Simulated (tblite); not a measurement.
CH11FSi4.
Bonds: F1–Si2, Si2–C3, C3–Si4, Si4–Si5, Si4–Si6. Hydrogens: H7, H8 on Si2; H9, H10 on C3; H11 on Si4; H12, H13, H14 on Si5; H15, H16, H17 on Si6.

Computed with GFN2-xTB (tblite), gas phase: L-BFGS steps from a force-field or distance-geometry start until the largest atomic force falls under 0.01 eV/Å.

At the end of the run (lengths in Å): C3–Si4 1.927, Si4–Si6 2.324, Si4–Si5 2.324, Si2–H7 1.457, Si2–C3 1.887, Si5–H12 1.467, Si6–H15 1.469, Si5–Si4–Si6 117.7°, C3–Si4–Si5 108.6°, Si2–C3–Si4 115.9°, F1–Si2–C3 106.9°, F1–Si2–C3–Si4 54°, Si2–C3–Si4–Si5 65°, H7–Si2–C3–Si4 -60°, H15–Si6–Si4–C3 -164°.

Problem. These geometries were met on the way; a selection of coordinates is given. Order them by energy above the end point, lowest first.
A. C3–Si4 1.913, Si4–Si6 2.293, Si4–Si5 2.294, Si2–H7 1.454, Si2–C3 1.876, Si5–H12 1.472, Si6–H15 1.473, Si5–Si4–Si6 107.2°, C3–Si4–Si5 113.3°, Si2–C3–Si4 111.7°, F1–Si2–C3 106.9°, F1–Si2–C3–Si4 61°, Si2–C3–Si4–Si5 59°, H7–Si2–C3–Si4 -58°, H15–Si6–Si4–C3 -168°
B. C3–Si4 1.835, Si4–Si6 2.294, Si4–Si5 2.293, Si2–H7 1.481, Si2–C3 1.863, Si5–H12 1.489, Si6–H15 1.491, Si5–Si4–Si6 106.0°, C3–Si4–Si5 115.0°, Si2–C3–Si4 111.8°, F1–Si2–C3 107.8°, F1–Si2–C3–Si4 61°, Si2–C3–Si4–Si5 60°, H7–Si2–C3–Si4 -59°, H15–Si6–Si4–C3 -167°
C. C3–Si4 1.939, Si4–Si6 2.301, Si4–Si5 2.305, Si2–H7 1.453, Si2–C3 1.886, Si5–H12 1.456, Si6–H15 1.454, Si5–Si4–Si6 108.5°, C3–Si4–Si5 111.2°, Si2–C3–Si4 113.7°, F1–Si2–C3 106.3°, F1–Si2–C3–Si4 60°, Si2–C3–Si4–Si5 59°, H7–Si2–C3–Si4 -55°, H15–Si6–Si4–C3 -169°
D. C3–Si4 1.926, Si4–Si6 2.308, Si4–Si5 2.310, Si2–H7 1.461, Si2–C3 1.887, Si5–H12 1.464, Si6–H15 1.463, Si5–Si4–Si6 108.7°, C3–Si4–Si5 110.4°, Si2–C3–Si4 115.1°, F1–Si2–C3 106.4°, F1–Si2–C3–Si4 59°, Si2–C3–Si4–Si5 58°, H7–Si2–C3–Si4 -53°, H15–Si6–Si4–C3 -170°
E. C3–Si4 1.931, Si4–Si6 2.327, Si4–Si5 2.325, Si2–H7 1.453, Si2–C3 1.888, Si5–H12 1.467, Si6–H15 1.470, Si5–Si4–Si6 108.8°, C3–Si4–Si5 110.4°, Si2–C3–Si4 115.0°, F1–Si2–C3 106.9°, F1–Si2–C3–Si4 60°, Si2–C3–Si4–Si5 59°, H7–Si2–C3–Si4 -54°, H15–Si6–Si4–C3 -171°

Solution. E (0.029 eV), D (0.049 eV), C (0.083 eV), A (0.148 eV), B (0.278 eV).

```json
{"step": "12", "E above end (eV)": "0.029", "rms distance from the end, all atoms (Å)": "0.153", "largest force (eV/Å)": "0.158", "rms shift of all bonds from the end (Å)": "0.002"}
{"step": "7", "E above end (eV)": "0.049", "rms distance from the end, all atoms (Å)": "0.163", "largest force (eV/Å)": "0.247", "rms shift of all bonds from the end (Å)": "0.007"}
{"step": "5", "E above end (eV)": "0.083", "rms distance from the end, all atoms (Å)": "0.171", "largest force (eV/Å)": "0.440", "rms shift of all bonds from the end (Å)": "0.012"}
{"step": "2", "E above end (eV)": "0.148", "rms distance from the end, all atoms (Å)": "0.185", "largest force (eV/Å)": "0.330", "rms shift of all bonds from the end (Å)": "0.013"}
{"step": "0", "E above end (eV)": "0.278", "rms distance from the end, all atoms (Å)": "0.190", "largest force (eV/Å)": "2.118", "rms shift of all bonds from the end (Å)": "0.029"}
```

Rows stand in the order of the answer.
